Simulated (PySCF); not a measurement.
**ZrF₂ + ZrCl₂ → 2 ZrFCl**

Level: PBE0 in the def2-TZVP basis family, computed in PySCF with density fitting; scalar-relativistic core potentials for atoms from Rb on, none lighter, no spin–orbit coupling; open shells unrestricted.

```
species                                       state and structure      E (Eh)  ZPE (kJ/mol)  H(298 K) − H(0) (kJ/mol)  S° (J/(mol K))
   ZrF₂            triplet, C2v, Zr–F 1.909 Å (×2); F–Zr–F 133.9°  -246.71548           8.4                      12.5           288.9
  ZrCl₂         triplet, C2v, Zr–Cl 2.347 Å (×2); Cl–Zr–Cl 143.2°  -967.25563           4.9                      13.8           314.0
  ZrFCl  triplet, Cs, Zr–Cl 2.353 Å, Zr–F 1.902 Å; Cl–Zr–F 135.2°  -606.98519           6.7                      13.1           307.3
```

Task: What is the electronic reaction energy?

Result: At PBE0/def2-TZVP, ΔE = 1.9 kJ/mol from the differences of the total energies times 2625.5, uphill. Ligand scrambling is nearly thermoneutral, as expected when bond energies add up.

Task: Add zero-point, thermal and entropy terms for 298.15 K and 1 bar.

Result: ΔZPE = 0.1 and Δ[H(298) − H(0)] = -0.1 kJ/mol give ΔH° = 1.9 kJ/mol. ΔS° = 11.7 J/(mol K), so ΔG° = 1.9 − 298.15 × (0.0117) = -2 kJ/mol and log₁₀K = 0.3.

Open d or f shells are single determinants, so the state found may not be the ground state. Each species is the lowest minimum found with this bonding; other isomers or fragments can lie lower.
